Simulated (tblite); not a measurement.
Compound: C₂H₁₁PSSi₂.
Cartesian coordinates in Å at the GFN2-xTB level; atoms count from 1:
```
atom  x, y, z in Å
C1    -2.1797   -1.6560    0.2356
Si2   -0.3201   -1.3318    0.4223
Si3    0.0823    0.8754   -0.2448
P4    -1.6948    2.1586    0.2449
S5     1.7525    1.7516    0.8062
C6     3.0075    0.4979    0.4130
H7    -2.4839   -1.6082   -0.8067
H8    -2.7545   -0.9089    0.7784
H9    -2.4613   -2.6329    0.6158
H10    0.0829   -1.5955    1.8114
H11    0.4277   -2.2877   -0.4097
H12    0.4595    1.0205   -1.6668
H13   -2.4185    1.6686   -0.8257
H14   -1.2764    3.2651   -0.4671
H15    3.1289    0.4277   -0.6629
H16    3.9342    0.8285    0.8700
H17    2.7067   -0.4610    0.8247
```

All values are computed: GFN2-xTB (tblite) harmonic vibrations without scaling, gas phase. This tight-binding method is rough: wavenumbers can miss measured ones by several per cent, in bad cases by 10 to 20. Modes of hydrogen on phosphorus and silicon can be 10 to 20 % off. One conformer, not necessarily the lowest.

Harmonic wavenumbers (cm⁻¹): 27.4, 55.7, 67.9, 93.6, 109.9, 126.8, 137.2, 148.5, 152.0, 199.2, 360.1, 405.6, 491.5, 518.4, 541.5, 559.0, 628.2, 649.9, 673.6, 714.4, 729.6, 751.6, 795.6, 823.0, 831.0, 949.6, 957.7, 1148.6, 1323.7, 1368.6, 1453.2, 1458.9, 1478.6, 1483.1, 2091.9, 2183.6, 2198.9, 2313.2, 2402.4, 3021.1, 3023.7, 3031.3, 3036.6, 3046.2, 3059.2.

A = 1584, B = 1059, C = 677.2 MHz; mass 153.986 u (most abundant isotopes); point group C1, symmetry number 1.

Problem. Zero-point energy?

Solution. ½Σν̃ = 25811 cm⁻¹ = 308.76 kJ/mol.

Problem. What is S at 350 K and 1 bar for an ideal gas of classical rigid rotors and harmonic oscillators?

Solution. Translation 175.01, rotation 127.63, vibration 202.50: S = 505.1 J/(mol K).

Problem. And Cp and H(350 K) − H(0)?

Solution. Cp = 200.41 J/(mol K), of which vibrations give 167.15 (their classical limit is 45 R = 374.2); H(350 K) − H(0) = 45.38 kJ/mol without the zero-point energy, 33.73 from vibrations.

Problem. Which modes carry the vibrational entropy at 350 K?

Solution. 27.4 cm⁻¹: 26.47; 55.7 cm⁻¹: 20.59; 67.9 cm⁻¹: 18.95; 93.6 cm⁻¹: 16.31; 109.9 cm⁻¹: 14.99; 126.8 cm⁻¹: 13.83 J/(mol K); the other 39 give 91.36 together.

Problem. Blend soft modes into free rotors: weight 1/[1 + (100 cm⁻¹/ν̃)⁴] for the oscillator and the rest for a rotor with moment μB/(μ + B), μ = h/(8π²ν), B = 10⁻⁴⁴ kg m². What vibrational entropy results?

Solution. 180.51 J/(mol K) in place of 202.50, which changes −T·S at 350 K by +7.70 kJ/mol.

Hindered rotation and anharmonicity are outside this model. Other conformers, if any are populated, would add a mixing term that is left out. The structure is chiral; the term R ln 2 for an equal mix with its mirror image is left out.
